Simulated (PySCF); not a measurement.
**K (potassium, neutral) across methods**

[Ar] 4p1, 2P determinant (an excited configuration). Computed with PySCF 2.14 in x2c-QZVPPall with one added diffuse shell each of s, p, d, f type (12s8p5d4f, 89 functions), with the spin-free X2C one-electron Hamiltonian (Gaussian nucleus).

| method | E (hartree) | mean ε 3p α (eV) | mean ε 3p β (eV) | mean ε 4p α (eV) | Σ⟨r²⟩ (bohr²) | ⟨S²⟩ |
| --- | --- | --- | --- | --- | --- | --- |
| wB97X-V | -602.096 | -24.929 | -24.902 | -2.708 | 72.43 | 0.750 |
| B97-3 | -602.112 | -22.370 | -22.352 | -1.913 | 70.07 | 0.750 |
| CAM-B3LYP | -602.205 | -23.742 | -23.712 | -2.357 | 70.10 | 0.750 |
| PBE0 | -602.014 | -22.229 | -22.194 | -1.958 | 69.10 | 0.750 |
| LDA | -600.431 | -20.223 | -20.193 | -1.599 | 67.95 | 0.750 |
| r2SCAN | -602.147 | -20.765 | -20.750 | -1.606 | 68.43 | 0.750 |
| PBE | -601.974 | -20.141 | -20.110 | -1.647 | 67.71 | 0.750 |
| UHF | -601.41180 | -27.439 | -27.392 | -2.603 | 77.29 | 0.750 |
| TPSSh | -602.196 | -21.174 | -21.146 | -1.706 | 68.80 | 0.750 |
